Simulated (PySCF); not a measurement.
## Peak assignment

Geometry:
| atom | x (Å) | y (Å) | z (Å) |
| --- | --- | --- | --- |
| C1 | -2.577 | 1.473 | -0.424 |
| O2 | -1.223 | 1.179 | -0.593 |
| Si3 | -0.543 | -0.246 | -0.964 |
| C4 | -0.910 | -1.587 | 0.326 |
| O5 | 1.038 | 0.099 | -1.012 |
| Si6 | 2.473 | 0.309 | -0.301 |
| P7 | 2.511 | -0.833 | 1.629 |
| H8 | -3.005 | 0.891 | 0.396 |
| H9 | -3.138 | 1.254 | -1.335 |
| H10 | -2.664 | 2.536 | -0.197 |
| H11 | -0.850 | -0.660 | -2.331 |
| H12 | -0.350 | -2.494 | 0.123 |
| H13 | -1.964 | -1.853 | 0.353 |
| H14 | -0.628 | -1.252 | 1.323 |
| H15 | 2.675 | 1.752 | -0.154 |
| H16 | 3.435 | -0.299 | -1.220 |
| H17 | 1.924 | 0.166 | 2.391 |
| H18 | 3.787 | -0.427 | 1.977 |

All values are calculated (PySCF 2.14.0 with density-fitted response routines): PBE0/pcSseg-1 with gauge-including orbitals, structure optimised with GFN2-xTB. A single conformation, averaged over atoms made equivalent by symmetry, fast rotation or ring inversion, non-relativistic, gas phase.

Referencing at the same level of theory: 13C (186.93 ppm) and 1H (31.72 ppm) vs TMS.

Question: Assign these signals to the numbered atoms. 13C{1H} NMR (computed): δ 50.8, 1.3.

Answer: 
50.8 → C1, methyl carbon bonded to O: deshielded by the electronegative neighbour
1.3 → C4, methyl carbon bonded to Si: an electropositive neighbour leaves it electron-rich and shielded

Question: Assign these signals to the numbered atoms. 1H NMR (500 MHz, computed): δ 6.00 (m, 1H), 5.46 (m, 1H), 4.91 (q, 1H), 3.79 (s, 3H), 1.11 (m, 2H), 0.15 (d, 3H).

Answer: 
6.00 → H15, hydrogen on a silicon bonded to O, P
5.46 → H16, hydrogen on a silicon bonded to O, P
4.91 → H11, hydrogen on a silicon bonded to C, 2 O
3.79 → H8/H9/H10, hydrogen on a methyl carbon bonded to O: its carbon carries O, which withdraws density
1.11 → H17/H18, hydrogen on a phosphorus bonded to Si
0.15 → H12/H13/H14, hydrogen on a methyl carbon bonded to Si: an electropositive neighbour shields it, as in TMS itself

Splittings by 31P in the carbon and heteronuclear signals aren't shown, as no couplings were computed. Shifts are as computed. Against solution values, carbons near 30 ppm lie about +3 ppm off and those near 130 ppm about +5 ppm. Of 1211 compounds with measured shifts, 218 miss one by over three times the rms of a fit or turn the order of signals round; such compounds aren't used in these exercises. Multiplicities follow the n + 1 count of equivalent neighbours, as no J values were calculated; m marks all less simple cases, F and P coupling included.
